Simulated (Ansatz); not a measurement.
Cost and result for the atomization energy of CH₄BBrOSi (`BrB1C[SiH2]O1`) (9 atoms, 9 bonds).

Cartesian coordinates in Å:
```
Br 0.370 2.859 -0.946
B 0.121 1.010 -0.518
C 0.089 0.283 0.897
Si -0.183 -1.149 -0.263
O -0.069 0.055 -1.471
H -0.732 0.579 1.551
H 1.023 0.321 1.458
H -1.514 -1.801 -0.291
H 0.894 -2.156 -0.417
```

The species carries charge 0 and has multiplicity 1. Correlated methods include outer-core shells of Br, which these sets cover unevenly. Scalar relativity is left out up to krypton. The structure was optimised at the PBE0-D4/def2-TZVP level. Program: Ansatz. All runs use 4 threads of a server CPU on a shared host. Times are those of one run each, without the atoms' runs, and a repeat can differ threefold. Electronic energies, without spin–orbit coupling; frozen cores. CCSD(T)/CBS adds CCSD(T) − MP2 in def2-TZVPP to the MP2 limit, and its time is that of the two runs behind it. T1 = 0.011. With those shells the extrapolation isn't a true limit. B3LYP takes the VWN-RPA correlation (the form of Gaussian; ORCA's B3LYP/G).

CCSD(T)/CBS is a level of theory with its own doubt, some kJ/mol a heavy atom from the limit and from the frozen cores, so smaller differences don't rank the functionals.

```csv
level,functions,wall time
LDA (SPW92)/def2-TZVPP,239,1.3 s
BLYP-D4/def2-TZVPP,239,2.2 s
PBE-D4/def2-TZVPP (with forces),239,2.6 s
PBE0-D4/def2-TZVPP,239,3.4 s
CAM-B3LYP-D4/def2-TZVPP,239,4.1 s
B3LYP-D4/def2-TZVPP (with forces),239,5.5 s
r2SCAN-D4/def2-TZVPP (with forces),239,6 s
r2SCANh-D4/def2-TZVPP,239,6 s
CCSD(T)/def2-SVP,112,7.5 s
ωB97X-V/def2-TZVPP,239,9 s
MP2/def2-QZVPP,450,22 s
CCSD(T)/def2-TZVPP,239,3 min
CCSD(T)/CBS(def2),–,3.4 min
```

Task: What atomization energy does each give, and how far from CCSD(T)/CBS? (Estimate.)

Result: The calculation gave: 
```json
{"level": "LDA (SPW92)/def2-TZVPP", "atomization (kJ/mol)": "3990.8", "difference from CCSD(T)/CBS": "494.9", "per bond": "55.0"}
{"level": "BLYP-D4/def2-TZVPP", "atomization (kJ/mol)": "3463.8", "difference from CCSD(T)/CBS": "-32.1", "per bond": "-3.6"}
{"level": "PBE-D4/def2-TZVPP (with forces)", "atomization (kJ/mol)": "3556.9", "difference from CCSD(T)/CBS": "61.0", "per bond": "6.8"}
{"level": "PBE0-D4/def2-TZVPP", "atomization (kJ/mol)": "3505.5", "difference from CCSD(T)/CBS": "9.6", "per bond": "1.1"}
{"level": "CAM-B3LYP-D4/def2-TZVPP", "atomization (kJ/mol)": "3497.8", "difference from CCSD(T)/CBS": "1.9", "per bond": "0.2"}
{"level": "B3LYP-D4/def2-TZVPP (with forces)", "atomization (kJ/mol)": "3476.6", "difference from CCSD(T)/CBS": "-19.3", "per bond": "-2.1"}
{"level": "r2SCAN-D4/def2-TZVPP (with forces)", "atomization (kJ/mol)": "3525.3", "difference from CCSD(T)/CBS": "29.4", "per bond": "3.3"}
{"level": "r2SCANh-D4/def2-TZVPP", "atomization (kJ/mol)": "3503.3", "difference from CCSD(T)/CBS": "7.4", "per bond": "0.8"}
{"level": "CCSD(T)/def2-SVP", "atomization (kJ/mol)": "3296.5", "difference from CCSD(T)/CBS": "-199.4", "per bond": "-22.2"}
{"level": "ωB97X-V/def2-TZVPP", "atomization (kJ/mol)": "3506.3", "difference from CCSD(T)/CBS": "10.4", "per bond": "1.2"}
{"level": "MP2/def2-QZVPP", "atomization (kJ/mol)": "3552.7", "difference from CCSD(T)/CBS": "56.8", "per bond": "6.3"}
{"level": "CCSD(T)/def2-TZVPP", "atomization (kJ/mol)": "3402.3", "difference from CCSD(T)/CBS": "-93.6", "per bond": "-10.4"}
{"level": "CCSD(T)/CBS(def2)", "atomization (kJ/mol)": "3495.9", "difference from CCSD(T)/CBS": "0.0", "per bond": "0.0"}
```

Leaving LDA and LC-ωPBE aside and taking each functional with its dispersion term where it has one, the values, not all of them listed here, spread over 164.0 kJ/mol, from BHLYP-D4 to PBE-D4. LDA lies +456.4 kJ/mol from PBE without D4, its usual overbinding. In def2-TZVPP, CCSD(T) changes the Hartree–Fock value by +788.9 kJ/mol (the triples alone add +56.1 kJ/mol) and MP2 by +883.9 kJ/mol; breaking electron pairs costs correlation energy, which Hartree–Fock lacks. At CCSD(T), def2-SVP lies −199.4 kJ/mol from the extrapolated value and def2-TZVPP −93.6 kJ/mol: correlation converges slowly with the basis, and small sets miss more of it in the bonded molecule than in its fragments.
